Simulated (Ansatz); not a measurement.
Input file for Ansatz (a quantum-chemistry and plane-wave program): R-CCSD(T)/cc-pV(D+d)Z on CH5AlO2 (SMILES [CH3][Al]([OH])[OH]), a point of a torsion scan. Files ending in .json are basis or fitting sets from the Basis Set Exchange.

Ansatz 0.2 input:
```yaml
crystal:
  periodic: [false, false, false]
  atoms:
    - {symbol: C, position_ang: [-1.41877699, -0.05998821, 0.16333418]}
    - {symbol: Al, position_ang: [0.47775678, 0.28044440, -0.34577085]}
    - {symbol: O, position_ang: [1.14590844, -0.64505184, -1.53290661]}
    - {symbol: O, position_ang: [1.28800419, 1.46277580, 0.46538963]}
    - {symbol: H, position_ang: [-1.47293143, -0.65981604, 1.07009632]}
    - {symbol: H, position_ang: [-1.95042261, -0.59746663, -0.61801245]}
    - {symbol: H, position_ang: [-1.94391291, 0.87055619, 0.36683792]}
    - {symbol: H, position_ang: [1.55189044, -1.16833318, -2.20650457]}
    - {symbol: H, position_ang: [1.77930252, 2.13224166, 0.91575502]}
basis:
  gaussian:
    orbitals: cc-pV_D+d_Z.json
magnetization: {spin_polarized: false}
correlation: {method: ccsd_t, electrons: outside_noble_gas}
scf: {lower_state_search: off}
```

The head of its log:

```
WARN ansatz: RAYON_NUM_THREADS=1 ignored (pool sized by the plan → 1); use --threads N
Functional definition: HF
these checks for a lower state are left out or cut short: stability, starts, cluster_reference, orbital_swaps, neighbouring_geometries, increment
integrals: 0.09 GiB planned
851 factors; integrals over basis functions are off by at most 9.7e-4 eV
mean field: 0.22 GiB planned
mean field evaluation 1: about -11765.3935 eV, gradient 5.1e1 eV
mean field evaluation 2: about -11765.4356 eV, gradient 5.1e1 eV
mean field evaluation 4: about -11770.2806 eV, gradient 2.8e0 eV
mean field evaluation 8: about -11770.3193 eV, gradient 1.7e-1 eV
mean field -11770.31946565 eV, -432.5512621536 hartree, gradient 5.1e-6 eV, S^2 0.000000; 0 other end points of the search recorded, 0 dependent functions left out
8 core orbitals not correlated
reference -11770.31946565 eV, -432.5512621536 hartree; 12, 12 occupied and 70, 70 virtual orbitals, 851 factors
```

Q: Predict the final total energy.

A: -433.1780 hartree (reference determinant -432.5513, T1 diagnostic 0.012).
